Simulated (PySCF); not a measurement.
These 2 structures share the formula H6OSi2Te. Method used: PySCF 2.14.0, PBE0-D3(BJ)/def2-SVP geometry optimisation, gas phase, def2 core potentials past Kr. Energies are electronic, without zero-point or thermal terms, for one conformer each. No frequencies were run at this level. Point groups hold within 0.08 Å.

Task: Order them by energy at this level, lowest first, and give relative energies in kJ/mol.
A. `[OH:1][SiH2:2][Te:3][SiH3:4]` with H–O1–Si2–Te3 -139°, O1–Si2–Te3–Si4 -124°
B. `[SiH3:1][O:2][SiH2:3][TeH:4]` with Si1–O2–Si3–Te4 27°, O2–Si3–Te4–H 71°

Result: B (0.0), A (35.9).

As drawn, the higher has an O–H bond, which the lower lacks.

```
            SMILES      E (Eh)  E rel (kJ/mol)  dipole (D)  point group       A, B, C (MHz)
[SiH3]O[SiH2][TeH]  -925.36128             0.0        0.23           C1  4499, 916.9, 783.9
 O[SiH2][Te][SiH3]  -925.34759            35.9        1.80           C1    3103, 1370, 1029
```
